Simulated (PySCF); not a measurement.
CH11NSi4, SMILES [SiH3][SiH](/C=N\[SiH3])[SiH3].

Geometry: r2SCAN-D4/def2-SVP. The structure was generated by enumeration; whether it is a known compound was not checked. Other conformers were not sampled.

These are PySCF with TDA-PBE/def2-SVPD values and carry that method's errors.

Vertical excitations. Gas-phase values at a fixed geometry.

| state | energy (eV) | λ (nm) | f | main pairs |
|---|---|---|---|---|
| S1 | 2.95 | 420 | 0.005 | HOMO→LUMO 99 % |
| S2 | 4.24 | 293 | 0.001 | HOMO→LUMO+1 87 % |
| S3 | 4.38 | 283 | 0.005 | HOMO→LUMO+2 78 %, HOMO−1→LUMO 15 % |
| S4 | 4.69 | 264 | 0.042 | HOMO−1→LUMO 46 %, HOMO→LUMO+3 41 % |
| S5 | 4.84 | 256 | 0.001 | HOMO→LUMO+4 100 % |
| S6 | 4.98 | 249 | 0.161 | HOMO→LUMO+3 47 %, HOMO−1→LUMO 19 %, HOMO→LUMO+5 12 %, HOMO→LUMO+6 11 % |
| T1 | 2.35 | 527 | 0 | HOMO→LUMO 100 % |
| T2 | 4.02 | 308 | 0 | HOMO−1→LUMO 90 % |
Triplets are in the Tamm–Dancoff approximation.
